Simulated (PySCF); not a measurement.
## Zn⁺ (zinc, charge +1): UHF calculation

Configuration: [Ar] 3d10 4s1, 2S determinant. All numbers are calculated (PySCF 2.14, scalar relativity by spin-free X2C-1e, in x2c-TZVPall).

| Item | Value |
| --- | --- |
| Total energy | -1793.967878 hartree |
| One-electron energy | -2494.5388 hartree |
| Hartree (Coulomb) energy | 770.9579 hartree |
| Exchange energy | -70.3870 hartree |
| ⟨S²⟩ | 0.7510 |
| ⟨L²⟩ | 0.000 |
| Sum of ⟨r⟩ | 18.66 bohr |
| Sum of ⟨r²⟩ | 22.43 bohr² |
| Langevin diamagnetic susceptibility | -17.8 ×10⁻⁶ cm³/mol |
| Time after the integrals | 0.11 s of wall time on 1 thread of Intel(R) Xeon(R) 6975P-C (shared host) |

| shell | electrons | mean orbital energy (hartree) | rms radius, mean of both spins (bohr) |
| --- | --- | --- | --- |
| 1s α | 1 | -357.91408 | 0.0580 |
| 1s β | 1 | -357.91029 | 0.0580 |
| 2s α | 1 | -45.67517 | 0.244 |
| 2s β | 1 | -45.67246 | 0.244 |
| 2p β | 3 | -39.48152 | 0.219 |
| 2p α | 3 | -39.48059 | 0.219 |
| 3s α | 1 | -6.14735 | 0.732 |
| 3s β | 1 | -6.13775 | 0.732 |
| 3p α | 3 | -4.22422 | 0.777 |
| 3p β | 3 | -4.22414 | 0.777 |
| 3d α | 5 | -1.10881 | 0.999 |
| 3d β | 5 | -1.10802 | 0.999 |
| 4s α | 1 | -0.62438 | 2.71 |

Densities and radii are taken from the X2C orbitals without a picture-change correction, which distorts them close to the nucleus.
